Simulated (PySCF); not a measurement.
Question: What does the GFN2-xTB structure of `C[C@H](OC(F)(F)F)C(=O)[O-]` look like in three dimensions? (Charge -1.)

Answer: 
Z-matrix in Å and degrees, rows numbered from 1:
```
C 
C   1  1.5150
O   2  1.4724  1  107.21
C   3  1.2829  2  115.91  1   146.15
F   4  1.3462  3  110.78  2   171.86
F   4  1.3853  3  113.63  2   -71.98
F   4  1.3414  3  118.64  2    48.93
C   2  1.6322  1  110.40  3  -121.95
O   8  1.2226  2  115.67  1   116.75
O   8  1.2297  2  111.73  1   -63.09
H   1  1.0913  2  111.97  3   -66.23
H   1  1.0874  2  109.08  3    54.76
H   1  1.0868  2  107.57  3   173.04
H   2  1.0959  1  110.75  3   117.95
```

The C–F distances run from 1.341 Å (C4–F7, drawn single) to 1.385 Å (C4–F6, drawn single), a spread of 0.044 Å. C8 (carboxylate carbon) is planar (angles 132.6°, 115.7° and 111.7°, sum 360.0°, 0.00 Å off the plane of its three neighbours). Of the pairs four or more bonds apart, O10···H13 is among the closest relative to their van der Waals radii: 2.57 Å, 94 % of the sum of Bondi's values. O3 (ether oxygen) is bent (angle 115.9°).

Structure optimised with GFN2-xTB, isolated species.

Point group: C1 (no symmetry element, even within 0.4 Å). Whether it is a minimum is left open (no frequencies). Torsions: C1–C2–O3–C4 146°, C1–C2–C8–O9 117°.

One conformer stands for the species.

These are computed values.
